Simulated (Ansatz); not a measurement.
Bond stretch in GaH, singlet.

Computed with full CI/cc-pVTZ, cores with 3d frozen run with Ansatz (an electronic-structure program).

Task: Relative to R = 1.68 Å, what are the energies at R = 1.44, 1.57, 1.79, 5.04 Å?

Result: 9.5 kcal/mol at 1.44 Å, 1.8 kcal/mol at 1.57 Å, 1.0 kcal/mol at 1.79 Å, 67.3 kcal/mol at 5.04 Å.
